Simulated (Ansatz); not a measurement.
Cl3GaH2Se, SMILES `[Cl][Ga-]([Cl])([Cl])[SeH2+]`, relaxed with RKS PBE0-D4/def2-TZVP in the Gaussian-basis code of Ansatz from a PBE-D4/def2-SVP geometry. The force threshold is 0.005 eV/Å; the program also tests the step.

Charge 0, multiplicity 1.

Start:

```xyz
7

Cl    0.353   -2.193   -1.486
Ga   -0.588   -0.886   -0.033
Cl   -2.630   -0.248   -0.393
Cl    0.043   -1.080    2.037
Se    0.654    1.389   -0.671
H     1.932    0.962   -0.043
H     0.236    2.057    0.589
```

(1) By how much does the energy fall, and how many steps does the optimiser take? (Best estimate.)

(2) Which bonds change most? (Best estimate.)

(3) Give the relaxed structure. (Best estimate.)

Answers

(1) Computed: 2.19 kJ/mol, in 5 steps.

(2) Ansatz gave: Ga2–Se5 from 2.669 to 2.635 Å; Ga2–Cl4 from 2.172 to 2.149 Å; Ga2–Cl3 from 2.169 to 2.147 Å; Cl1–Ga2 from 2.169 to 2.147 Å.

(3) Ansatz gave: 
```xyz
7

Cl    0.349   -2.169   -1.465
Ga   -0.577   -0.872   -0.027
Cl   -2.600   -0.250   -0.383
Cl    0.022   -1.109    2.024
Se    0.648    1.373   -0.663
H     1.923    0.965   -0.054
H     0.235    2.061    0.568
```
